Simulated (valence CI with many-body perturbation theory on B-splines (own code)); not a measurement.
## Hf59+: electric-dipole lines

Method: configuration interaction combined with many-body perturbation theory (CI+MBPT): three valence electrons over a frozen Dirac-Fock core [Ne], radial functions for each j: 11 s, 11 p, 10 d, 8 f, 5 g, 2 h, with the one-electron correlation potential Σ1, the two-electron term Σ2, the three-electron term Σ3, Breit, model QED; selected CI, second order for the rest, scaled by the run's own slope (own B-spline code, finite nucleus).

No measured spectrum was set against this ion. As an estimate, large intervals hold to a few tenths of a per cent, small ones and those within an open d or f shell to about a per cent.

Lines 1 to 50 of 589 in falling wavelength, among levels below 3066.5 eV, chosen from the strongest by gf and those to the six lowest levels. Wavelengths and rates use the calculated energies. Electric multipoles are in the length gauge, E1 and E2 with the static RPA response of the core. Weak lines are less certain than strong ones. Lines between different terms over intervals too small for the method are left out, as are lines whose strength nearly cancels. The highest levels of a list are the least certain.

Levels are named by their leading jj configuration (3d3/2^4 stands for four electrons in 3d with j = 3/2), which in mixed levels can hold well under half, so a name can repeat and another be missing. Letters in brackets count levels of one name in rising energy.

```csv
λ vac (Å),Upper,Lower,A (s⁻¹),S (a.u.) with core polarisation,S without
186.6,(3s 3p1/2 4p1/2) J=1/2 [a],(3s 3p1/2 4s) J=1/2 [a],1.03e+10,6.58e-02,6.61e-02
183.7,(3s 3p1/2 4p1/2) J=3/2,(3s 3p1/2 4s) J=3/2,6.73e+09,8.24e-02,8.27e-02
172.5,(3s^2 4p1/2) J=1/2,(3s^2 4s) J=1/2,1.38e+10,6.98e-02,7.00e-02
149.7,(3s 3p1/2 4p1/2) J=1/2 [b],(3s 3p1/2 4s) J=3/2,1.81e+10,6.00e-02,6.03e-02
94.56,(3s 3p1/2 3p3/2) J=3/2 [a],(3s^2 3p3/2) J=3/2,1.89e+09,3.16e-03,3.21e-03
90.55,(3p1/2 3p3/2 3d5/2) J=7/2 [b],(3s 3p3/2 3d5/2) J=5/2 [b],1.12e+10,3.27e-02,3.33e-02
89.92,(3p1/2 3d3/2^2) J=5/2,(3s 3d3/2^2) J=3/2,1.17e+10,2.53e-02,2.57e-02
89.08,(3p1/2 3p3/2 3d5/2) J=9/2,(3s 3p3/2 3d5/2) J=7/2 [b],9.32e+09,3.25e-02,3.30e-02
88.54,(3p1/2 3d3/2 3d5/2) J=9/2,(3s 3d3/2 3d5/2) J=7/2 [b],2.05e+10,7.02e-02,7.13e-02
85.20,(3p1/2 3d3/2 3d5/2) J=7/2 [a],(3s 3d3/2 3d5/2) J=5/2 [a],1.17e+10,2.85e-02,2.90e-02
83.66,(3p1/2 3d3/2 3d5/2) J=9/2,(3s 3d3/2 3d5/2) J=9/2,1.05e+10,3.04e-02,3.09e-02
83.53,(3s 3p1/2 3d5/2) J=7/2,(3s^2 3d5/2) J=5/2,2.12e+10,4.89e-02,4.97e-02
83.45,(3s 3p1/2 3p3/2) J=5/2,(3s^2 3p3/2) J=3/2,1.28e+10,2.20e-02,2.23e-02
82.52,(3p1/2 3d5/2^2) J=9/2,(3s 3d5/2^2) J=7/2,3.50e+10,9.72e-02,9.87e-02
81.18,(3p1/2 3d5/2^2) J=5/2,(3s 3d5/2^2) J=3/2,2.79e+10,4.42e-02,4.49e-02
78.76,(3p1/2^2 3p3/2) J=3/2,(3s 3p1/2 3p3/2) J=3/2 [b],5.62e+09,5.42e-03,5.51e-03
78.68,(3p1/2 3p3/2 3d5/2) J=9/2,(3s 3p3/2 3d5/2) J=7/2 [a],1.31e+10,3.16e-02,3.21e-02
78.24,(3s 3p1/2 3d5/2) J=5/2 [b],(3s^2 3d5/2) J=5/2,1.61e+10,2.29e-02,2.33e-02
78.03,(3s^2 3p3/2) J=3/2,(3s 3p1/2^2) J=1/2,1.67e+08,1.56e-04,1.59e-04
77.41,(3s 3p1/2^2) J=1/2,(3s^2 3p1/2) J=1/2,3.46e+10,1.59e-02,1.61e-02
76.98,(3p1/2 3d5/2^2) J=1/2,(3s 3d5/2^2) J=1/2,5.86e+10,2.64e-02,2.68e-02
76.77,(3p1/2 3d3/2 3d5/2) J=5/2 [b],(3s 3d3/2 3d5/2) J=5/2 [b],1.90e+10,2.55e-02,2.59e-02
76.67,(3p1/2 3p3/2 3d3/2) J=7/2,(3s 3p3/2 3d3/2) J=7/2,1.73e+10,3.08e-02,3.13e-02
76.32,(3p1/2 3p3/2 3d5/2) J=5/2 [a],(3s 3p3/2 3d5/2) J=3/2 [a],2.55e+10,3.36e-02,3.41e-02
75.39,(3p1/2 3d5/2^2) J=3/2,(3s 3d5/2^2) J=5/2,4.25e+10,3.59e-02,3.65e-02
75.10,(3p1/2 3p3/2 3d5/2) J=3/2 [b],(3s 3p3/2 3d5/2) J=1/2,2.70e+10,2.26e-02,2.29e-02
75.01,(3p1/2^2 3d5/2) J=5/2,(3s 3p1/2 3d5/2) J=3/2,3.46e+10,4.33e-02,4.39e-02
74.61,(3p1/2 3d3/2^2) J=3/2,(3s 3d3/2^2) J=5/2,3.15e+10,2.58e-02,2.62e-02
74.50,(3p1/2 3d3/2 3d5/2) J=7/2 [b],(3s 3d3/2 3d5/2) J=7/2 [b],1.47e+10,2.40e-02,2.44e-02
74.37,(3p1/2 3d5/2^2) J=5/2,(3s 3d5/2^2) J=5/2,3.26e+10,3.97e-02,4.03e-02
73.93,(3p1/2 3d5/2^2) J=7/2,(3s 3d5/2^2) J=9/2,4.14e+10,6.60e-02,6.70e-02
73.27,(3s 3p1/2 3p3/2) J=3/2 [b],(3s^2 3p3/2) J=3/2,2.28e+10,1.77e-02,1.80e-02
73.03,(3p1/2 3p3/2 3d5/2) J=3/2 [a],(3s 3p3/2 3d5/2) J=5/2 [a],3.76e+10,2.89e-02,2.93e-02
72.86,(3p1/2^2 3d5/2) J=5/2,(3s 3p1/2 3d5/2) J=5/2 [b],3.52e+10,4.03e-02,4.09e-02
72.61,(3s 3p1/2 3d3/2) J=3/2 [a],(3s 3p1/2 3p3/2) J=3/2 [b],2.41e+10,1.82e-02,1.85e-02
72.20,(3p1/2 3d5/2^2) J=9/2,(3s 3d5/2^2) J=9/2,2.84e+10,5.28e-02,5.36e-02
71.17,(3p1/2 3p3/2 3d5/2) J=5/2 [a],(3s 3p3/2 3d5/2) J=5/2 [a],2.64e+10,2.82e-02,2.86e-02
71.02,(3p1/2 3d3/2 3d5/2) J=7/2 [b],(3s 3d3/2 3d5/2) J=9/2,4.55e+10,6.43e-02,6.53e-02
70.03,(3p1/2 3p3/2^2) J=5/2,(3s 3p3/2^2) J=5/2,2.59e+10,2.63e-02,2.67e-02
70.01,(3p1/2 3p3/2 3d5/2) J=7/2 [b],(3s 3p3/2 3d5/2) J=7/2 [a],2.25e+10,3.04e-02,3.09e-02
69.63,(3p1/2^2 3p3/2) J=3/2,(3s 3p1/2 3p3/2) J=5/2,4.01e+10,2.68e-02,2.72e-02
69.33,(3s 3p1/2 3p3/2) J=1/2,(3s^2 3p3/2) J=3/2,2.97e+10,9.76e-03,9.91e-03
69.11,(3p1/2 3p3/2 3d5/2) J=5/2 [b],(3s 3p3/2 3d5/2) J=7/2 [a],3.24e+10,3.17e-02,3.22e-02
68.91,(3p1/2^2 3d3/2) J=3/2,(3s 3p1/2 3d3/2) J=5/2,7.18e+10,4.64e-02,4.71e-02
68.80,(3p1/2^2 3d5/2) J=5/2,(3s 3p1/2 3d5/2) J=7/2,6.58e+10,6.34e-02,6.44e-02
68.65,(3p1/2 3p3/2 3d5/2) J=7/2 [a],(3s 3p3/2 3d5/2) J=9/2,5.02e+10,6.42e-02,6.52e-02
68.29,(3p1/2 3p3/2^2) J=3/2,(3s 3p3/2^2) J=5/2,4.93e+10,3.10e-02,3.15e-02
67.80,(3s 3p1/2 3d3/2) J=5/2,(3s 3p1/2 3p3/2) J=3/2 [b],6.45e+09,5.95e-03,6.05e-03
66.95,(3p1/2 3d3/2 3d5/2) J=5/2 [b],(3s 3d3/2 3d5/2) J=7/2 [a],2.74e+10,2.43e-02,2.47e-02
66.77,(3p1/2 3p3/2 3d3/2) J=5/2 [b],(3s 3p3/2 3d3/2) J=7/2,5.73e+10,5.05e-02,5.13e-02
```
